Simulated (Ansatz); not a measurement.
CoS₂⁻. Charge -1, multiplicity 1. Geometry PBE0-D4/def2-TZVPD.

Cartesian coordinates in Å:
```
Co -0.422 0.091 -1.177
S 0.990 0.615 0.361
S -0.568 -0.706 0.817
```

The restricted singlet is unstable towards broken spin symmetry at other levels; at PBE-D4/def2-SVPD, r2SCANh-D4/def2-TZVPD, ωB97X-V/def2-TZVPD this wasn't settled. At PBE-D4/def2-SVPD, r2SCAN-D4/def2-TZVPD, r2SCANh-D4/def2-TZVPD, PBE0-D4/def2-TZVPD the highest occupied level of the charge -1 singlet lies above zero (up to 1.52 eV). The electron is either unbound and held by the finite basis, or the level is raised by self-interaction error. At PBE-D4/def2-SVPD an occupied level of the charge -1 singlet lies above an empty one (by up to 0.41 eV), so this SCF solution is probably not the lowest. At r2SCAN-D4/def2-TZVPD, PBE0-D4/def2-TZVPD the restricted singlet is unstable: a solution with broken spin symmetry lies lower. The geometry of the singlet was relaxed on an unsound state (restricted singlet, unstable towards broken spin symmetry). At PBE0-D4/def2-TZVPD a quintet of charge -1 lies 1.90 eV below the restricted singlet, each at its own geometry. The structure comes from a short search, and lower isomers may exist.

(1) Estimate the orbital energies around the gap (eV) in Ansatz with PBE-D4/def2-SVPD, r2SCAN-D4/def2-TZVPD, r2SCANh-D4/def2-TZVPD, PBE0-D4/def2-TZVPD, ωB97X-V/def2-TZVPD.

Answers

(1) 
| orbital | PBE-D4/def2-SVPD | r2SCAN-D4/def2-TZVPD | r2SCANh-D4/def2-TZVPD | PBE0-D4/def2-TZVPD | ωB97X-V/def2-TZVPD |
| --- | --- | --- | --- | --- | --- |
| HOMO−5 | -1.72 | -1.69 | -1.90 | -2.08 | -4.23 |
| HOMO−4 | -0.06 | -0.24 | -0.79 | -1.56 | -4.06 |
| HOMO−3 | 0.48 | 0.05 | -0.77 | -1.43 | -3.98 |
| HOMO−2 | 1.00 | 0.65 | -0.08 | -0.76 | -3.23 |
| HOMO−1 | 1.06 | 0.96 | 0.53 | -0.02 | -2.45 |
| HOMO | 1.52 | 1.21 | 0.66 | 0.19 | -2.01 |
| LUMO | 1.11 | 1.36 | 1.89 | 2.32 | 3.90 |
| LUMO+1 | 1.52 | 1.69 | 1.98 | 2.59 | 4.28 |
| LUMO+2 | 3.08 | 3.38 | 3.65 | 3.73 | 4.92 |
| LUMO+3 | 3.69 | 3.97 | 4.09 | 3.91 | 4.99 |
| LUMO+4 | 3.69 | 3.98 | 4.15 | 4.24 | 5.54 |
| LUMO+5 | 3.95 | 4.24 | 4.53 | 4.70 | 5.75 |
